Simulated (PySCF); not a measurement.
**AsH at PBE0**

Level: PBE0. As cc-pVTZ-PP with ECP10, H cc-pVTZ; scalar-relativistic core potentials (PySCF 2.14).

* state: singlet, one real π or δ orbital doubly filled, a mixture of terms (⟨Lz²⟩ = 2.0), a second solution, started from another occupation
* bond length: 1.530 Å
* harmonic wavenumber: 2177 cm⁻¹
* force constant: 2.78 mdyn/Å
* rotational constant Be: 7.245 cm⁻¹
* anharmonicity ωexe: 32.8 cm⁻¹
* vibration–rotation constant αe: 0.188 cm⁻¹
* energy of the minimum from ground-state As + H: -1.40 eV
* HOMO–LUMO gap: 1.28 eV
* bond order (Mayer): 1.00
* dipole moment (positive dipole means As(−)H(+)): 0.17 D
